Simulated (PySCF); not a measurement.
Compound: C₈H₁₀O₂S.
Bonds: C1–S2, S2–O3 (double), S2–O4 (double), S2–C5, C5–C6, C6–C7 (aromatic), C7–C8 (aromatic), C8–C9 (aromatic), C9–C10 (aromatic), C10–C11 (aromatic), C6–C11 (aromatic). Hydrogens: H12, H13, H14 on C1; H15, H16 on C5; H17 on C7; H18 on C8; H19 on C9; H20 on C10; H21 on C11.

The same species was optimised twice, with GFN2-xTB and with PBE0-D3(BJ)/def2-SVP (PySCF), and the same property calculations (PySCF, gas phase) were run on both structures.

| coordinate | GFN2-xTB | PBE0-D3(BJ)/def2-SVP | change |
| --- | --- | --- | --- |
| C1–S2 (Å) | 1.816 | 1.783 | -0.033 |
| S2=O4 (Å) | 1.436 | 1.462 | +0.026 |
| S2–C5 (Å) | 1.835 | 1.812 | -0.023 |
| S2=O3 (Å) | 1.438 | 1.460 | +0.022 |
| C5–C6 (Å) | 1.484 | 1.494 | +0.010 |
| C9–C10 (Å) | 1.385 | 1.395 | +0.010 |
| C7–C8 (Å) | 1.384 | 1.393 | +0.009 |
| C6–C11 (Å) | 1.391 | 1.401 | +0.010 |
| C8–C9 (Å) | 1.384 | 1.394 | +0.010 |
| C10–C11 (Å) | 1.383 | 1.392 | +0.009 |
| C6–C7 (Å) | 1.391 | 1.399 | +0.008 |
| S2–C5–C6 (°) | 108.9 | 113.6 | +4.7 |
| O3–S2–O4 (°) | 117.7 | 120.4 | +2.7 |
| O3–S2–C5 (°) | 107.9 | 106.9 | -1.0 |
| O4–S2–C5 (°) | 109.2 | 108.2 | -1.0 |
| C1–S2–O4 (°) | 108.5 | 107.6 | -0.9 |
| C5–C6–C11 (°) | 119.9 | 120.4 | +0.5 |
| C5–C6–C7 (°) | 121.0 | 120.4 | -0.6 |
| C1–S2–O3 (°) | 108.3 | 108.2 | -0.1 |
| C1–S2–C5–C6 (°) | 53 | 56 | +3 |
| S2–C5–C6–C7 (°) | -106 | -110 | -4 |

Rotational constants: A = 2262, B = 618.8, C = 575.3 MHz (GFN2-xTB) against A = 2277, B = 593.2, C = 550.2 MHz (PBE0-D3(BJ)/def2-SVP). Point groups within 0.08 Å: C1 and C1.

On the GFN2-xTB structure: HOMO (eV) -7.43 [PBE0/pcSseg-1]; LUMO (eV) -0.84 [PBE0/pcSseg-1]; dipole (D) 4.71 [PBE0/pcSseg-1]; GIAO shielding of C1 (ppm) 142.7 [PBE0/pcSseg-1]; GIAO shielding of S2 (ppm) 196.3 [PBE0/pcSseg-1]; GIAO shielding of O3/O4 (mean) (ppm) 121.8 [PBE0/pcSseg-1]; GIAO shielding of C5 (ppm) 117.4 [PBE0/pcSseg-1]; GIAO shielding of C6 (ppm) 51.4 [PBE0/pcSseg-1]; GIAO shielding of C7/C11 (mean) (ppm) 49.9 [PBE0/pcSseg-1]; GIAO shielding of C8/C10 (mean) (ppm) 52.4 [PBE0/pcSseg-1]; GIAO shielding of C9 (ppm) 52.3 [PBE0/pcSseg-1].

Problem. What do these properties become on the PBE0-D3(BJ)/def2-SVP structure?

Solution. 
```tsv
property	level	on GFN2-xTB	on PBE0-D3(BJ)/def2-SVP	change
HOMO (eV)	PBE0/pcSseg-1	-7.43	-7.45	-0.02
LUMO (eV)	PBE0/pcSseg-1	-0.84	-0.89	-0.05
dipole (D)	PBE0/pcSseg-1	4.71	4.70	-0.01
energy, GFN2-xTB geometry as zero (kcal/mol)	PBE0/pcSseg-1	0.0	-3.2	-3.2
GIAO shielding of C1 (ppm)	PBE0/pcSseg-1	142.7	143.4	+0.7
GIAO shielding of S2 (ppm)	PBE0/pcSseg-1	196.3	189.9	-6.4
GIAO shielding of O3/O4 (mean) (ppm)	PBE0/pcSseg-1	121.8	114.8	-7.0
GIAO shielding of C5 (ppm)	PBE0/pcSseg-1	117.4	118.3	+0.9
GIAO shielding of C6 (ppm)	PBE0/pcSseg-1	51.4	49.9	-1.5
GIAO shielding of C7/C11 (mean) (ppm)	PBE0/pcSseg-1	49.9	47.7	-2.2
GIAO shielding of C8/C10 (mean) (ppm)	PBE0/pcSseg-1	52.4	50.0	-2.4
GIAO shielding of C9 (ppm)	PBE0/pcSseg-1	52.3	49.6	-2.7
```

The heavy atoms differ by 0.084 Å rms after alignment. Among bonds between heavy atoms C1–S2 changes most (-0.033 Å). Changes are differences of the printed values. Neither structure is proved a minimum here.

The values belong to the conformer `[CH3:1][S:2](=[O:3])(=[O:4])[CH2:5][c:6]1[cH:7][cH:8][cH:9][cH:10][cH:11]1`: C1–S2–C5–C6 56°, S2–C5–C6–C7 -110°.
